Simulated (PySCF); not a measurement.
# Ionisation energy of Ru⁴²⁺ by level of theory

Ru⁴²⁺ 1s2 (1S) → Ru⁴³⁺ 1s1 (2S), as a difference of total energies. All numbers are calculated (PySCF 2.14, scalar relativity by spin-free X2C-1e, in an uncontracted even-tempered set (17 s from 76 bohr⁻², ratio 2.2; 7 p from 110 bohr⁻², ratio 2.4; 4 d from 340 bohr⁻², ratio 2.4; 3 f from 520 bohr⁻², ratio 2.4; 3 g from 770 bohr⁻², ratio 2.4)). Correlated levels: nothing frozen; virtual orbitals above 40 to 60 times the deepest correlated orbital energy dropped. The calculations carry no spin-orbit coupling.

| method | ionisation energy (eV) | difference from reference (eV) |
| --- | --- | --- |
| UHF | 26265.4 | +35.5 |
| LDA | 26217.4 | -12.5 |
| PBE | 26261.8 | +31.9 |
| PBE0 | 26262.9 | +33.0 |
| r2SCAN | 26268.2 | +38.3 |
| BHandHLYP | 26266.7 | +36.8 |
| revPBE | 26267.5 | +37.6 |
| MP2 (all electrons) | 26266.9 | +37.0 |
| SCS-MP2 (all electrons) | 26267.1 | +37.2 |

Reference: 26229.9 eV (theoretical estimate listed by NIST; NIST Atomic Spectra Database, ionization energies).

For this ion Breit and QED terms and the two-electron picture change, all absent here, outweigh the differences among the correlated methods.
